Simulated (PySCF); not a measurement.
How the method moves the HOMO and LUMO of [AlCl3(PMe3)]

Compound: [AlCl3(PMe3)], C₃H₉AlCl₃P.
Z-matrix (Å and degrees, PBE0-D3(BJ)/def2-SVP geometry), rows numbered from 1:
```
C 
P   1  1.8173
C   2  1.8171  1  106.92
C   2  1.8172  1  106.92  3  -114.37
Al  2  2.3917  1  110.00  3   122.22
Cl  5  2.1294  2   99.98  1   -61.14
Cl  5  2.1283  2  100.57  1    57.45
Cl  5  2.1239  2  102.38  1   178.49
H   1  1.0998  2  108.14  3   179.01
H   1  1.0999  2  108.06  3   -64.32
H   1  1.0997  2  112.21  3    57.27
H   3  1.0997  2  112.07  1   -57.14
H   3  1.0999  2  108.43  1  -178.66
H   3  1.0998  2  108.18  1    64.38
H   4  1.0998  2  108.31  1   -63.80
H   4  1.0998  2  111.95  1    57.56
H   4  1.0998  2  108.52  1   179.07
```

Basis pcSseg-1 throughout (PySCF), one geometry. Geometry: PBE0-D3(BJ)/def2-SVP; no solvent, vibrations or thermal averaging.

Question: How do the orbital energies, the gap and the dipole change with the method?

Answer: 
```
   method           kind  HOMO (eV)  LUMO (eV)  gap (eV)  μ (D)  SCF cycles
     BLYP            GGA      -6.79      -0.45      6.34   7.41          13
      PBE            GGA      -6.95      -0.65      6.30   7.50          14
    B97-D            GGA      -6.96      -0.50      6.46   7.55          14
    B3LYP  global hybrid      -7.98       0.03      8.01   7.59          12
 mPW1PW91  global hybrid      -8.26       0.19      8.45   7.72          12
BHandHLYP  global hybrid      -9.36       1.00     10.36   7.77          11
```

The HOMO spans 2.57 eV, from BLYP down to BHandHLYP, and the gap runs from 6.30 eV (PBE) to 10.36 eV (BHandHLYP). Over the methods BLYP (0 %), PBE (0 %), B97-D (0 %), B3LYP (20 %), mPW1PW91 (25 %), BHandHLYP (50 %), a straight line through the gap against the share of exact exchange rises by 0.80 eV for each 10 % (correlation coefficient 0.999). The dipole ranges from 7.41 D (BLYP) to 7.77 D (BHandHLYP). This basis has no diffuse functions.
